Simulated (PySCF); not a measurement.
Distorted geometries of Ce(OH)4

Ce(OH)4 (singlet). PySCF 2.14.0, RKS PBE0, Ce lcecp-2-SVP with ECP46, O def2-SVP, H def2-SVP; non-relativistic Hamiltonian with scalar-relativistic core potentials where named; density fitting; no spin-orbit coupling. Relaxed geometry:

```xyz
9

Ce    0.0000    0.0000    0.0000
O     1.3090    1.0723    1.1944
H     1.9089    1.5775    1.7430
O    -1.3090   -1.0723    1.1944
H    -1.9089   -1.5775    1.7430
O     1.0723   -1.3090   -1.1944
H     1.5775   -1.9089   -1.7430
O    -1.0723    1.3090   -1.1944
H    -1.5775    1.9089   -1.7430
```

Q: Order these distorted geometries by energy above the relaxed one, lowest first.
A.
```xyz
9

Ce    0.0702    0.0462   -0.0392
O     1.2117    1.1112    1.1573
H     1.9519    1.5725    1.8410
O    -1.3161   -0.9682    1.0696
H    -1.9405   -1.6077    1.8245
O     1.0708   -1.2426   -1.1656
H     1.5411   -1.9360   -1.6699
O    -1.0893    1.2479   -1.2694
H    -1.5000    1.7767   -1.7482
```
B.
```xyz
9

Ce    0.0160   -0.1764    0.1035
O     1.4545    1.1388    1.3362
H     1.9211    1.6107    1.6320
O    -1.2185   -0.9351    1.2546
H    -1.8888   -1.5256    1.6117
O     0.9703   -1.2572   -1.1695
H     1.3011   -1.9770   -1.7647
O    -1.0038    1.1314   -1.2002
H    -1.5519    1.9905   -1.8036
```
C.
```xyz
9

Ce   -0.0326   -0.1125   -0.0852
O     1.3120    1.0651    1.1693
H     1.9809    1.5962    1.6969
O    -1.4012   -0.8852    1.3106
H    -1.8953   -1.7115    1.7402
O     1.0942   -1.3571   -1.1829
H     1.6082   -1.7897   -1.6750
O    -1.0021    1.3406   -1.1952
H    -1.6640    1.8540   -1.7785
```

A: C (1.31 eV), A (2.29 eV), B (5.27 eV).

Q: Which forces (eV/Å) act in the one that lies 2.29 eV up?

A: 
```
Ce  -3.12  0.24 -0.63
O    5.39  3.70  4.98
H   -3.38 -2.03 -3.09
O   -3.56 -3.77  4.41
H    3.17  3.29 -3.88
O    2.04 -2.51 -1.97
H   -0.48  0.72  0.47
O    6.05 -7.43  6.77
H   -6.11  7.79 -7.07
```
Forces carry noise of the integration grid, about 0.01 to 0.03 eV/Å.
